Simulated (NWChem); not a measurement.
System: SbH₂O₂Br; SMILES [OH][Sb]([OH])[Br]

Input file for NWChem:

```
start job
memory heap 200 mb stack 900 mb global 1100 mb
geometry units angstroms noautoz
  Sb    -0.336838    -0.761006     0.000000
  Br    -0.024181     1.774348     0.000000
  O      0.972689    -1.259899    -1.382428
  H      0.740050    -0.906078    -2.250606
  O      0.972689    -1.259899     1.382428
  H      0.740050    -0.906078     2.250606
end
basis spherical
  * library def2-svpd
end
ecp
  Sb library def2-ecp
end
dft
  xc b3lyp
  iterations 150
end
tddft
  cis
  nroots 6
  notriplet
end
task tddft energy
```

All runs use the structure optimised with PBE0/def2-SVP. No frequency run checked for a minimum. def2 effective core potentials on Sb; no spin-orbit coupling.

Vertical excitations in the gas phase.

Question: What results follow from this input? (B3LYP/def2-SVPD with def2 effective core potentials on Sb, TDA.) Quantities: lowest excitation, singlet (eV); lowest state with f > 0.02, singlet (eV); orbital gap (eV).

Answer: 
```json
{
  "lowest excitation, singlet (eV)": "5.12",
  "lowest state with f > 0.02, singlet (eV)": "5.12",
  "orbital gap (eV)": "5.86"
}
```
